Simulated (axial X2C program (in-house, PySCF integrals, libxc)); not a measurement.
## Potential curves of KS, two-component

Computed with an in-house relativistic program for diatomic molecules. Two-component (2c) means X2C with spin–orbit coupling and atomic mean-field two-electron Coulomb and Gaunt terms. Basis: K dyall-cv3z [11s12p6d3f], S dyall-av3z [9s8p3d2f] (cores contracted in-house); Gaussian nuclei, density fitting, unrestricted open shells. Masses: K 38.964 u, S 31.972 u.

State: Ω = 3/2 (⟨Sz⟩ = 0.50, ⟨Lz⟩ = 1.00 at HF). Energies in eV from the fragments at the same level (K + S). Fits are polynomials in 1 − R0/R over 0.85 to 1.23 times the lowest point R0.

| R (Å) | CCSD(T) | HF | BHandHLYP |
| --- | --- | --- | --- |
| 2.4525 |  | -0.8838 | -2.0618 |
| 2.5653 | -2.3449 | -1.2070 | -2.3268 |
| 2.6499 | -2.4646 | -1.3581 | -2.4424 |
| 2.7344 | -2.5304 | -1.4501 | -2.5046 |
| 2.8190 | -2.5548 | -1.4965 | -2.5260 |
| 2.9177 | -2.5440 | -1.5067 | -2.5120 |
| 3.0163 | -2.5021 | -1.4819 | -2.4674 |
| 3.1432 | -2.4167 | -1.4139 | -2.3792 |
| 3.2982 |  | -1.2954 | -2.2421 |
| 3.5237 |  | -1.0869 | -2.0153 |

Correlated methods: 15 electrons correlated (number of frozen shells: K 2 s, 1 p; S 2 s, 1 p), 237 virtual spin orbitals or spinors in MP2, 90 natural virtuals in coupled cluster.

The state is one determinant whose occupation by symmetry is held fixed; it was picked as the lowest of a PBE0 search that is not exhaustive. Dissociation energies refer to the lowest single-determinant-based atoms at the same level and basis. Density functionals use the spin component along the axis (collinear). CCSD and (T) use frozen natural virtuals with an MP2 correction for the truncation; (T) itself is uncorrected, so its De runs slightly low. In 2c an atomic determinant is not the ground J level, so De misses part of the atomic spin–orbit lowering. This holds for BHandHLYP. Other states lie close and PBE0, whose exact exchange favours high spin, may order them wrongly; the determinant shown need not be the ground state. The nearest other 2c determinant of the search, Ω = 1/2, lies 0.04 eV up at the distance of the search. The functionals have no current-density term, which raises determinants with orbital currents, atoms included. Coupled cluster ran on the points near the minimum only. MP2 and coupled cluster on one determinant become unreliable at the stretched end.

Q: What are Re, ωe and De at the CCSD(T) level?

A: At CCSD(T), 2c: Re = 2.839 Å, ωe ≈ 252 cm⁻¹, De = 2.56 eV to K + S; Be follows as 0.119 cm⁻¹.

Q: Fit the HF curve near its minimum: give the equilibrium distance, the harmonic wavenumber and the well depth.

A: At HF, 2c: Re = 2.893 Å, ωe ≈ 245 cm⁻¹, De = 1.51 eV to K + S; Be follows as 0.115 cm⁻¹.

Q: Fit the BHandHLYP curve near its minimum: give the equilibrium distance, the harmonic wavenumber and the well depth.

A: At BHandHLYP, 2c: Re = 2.831 Å, ωe ≈ 254 cm⁻¹, De = 2.53 eV to K + S; Be follows as 0.12 cm⁻¹.
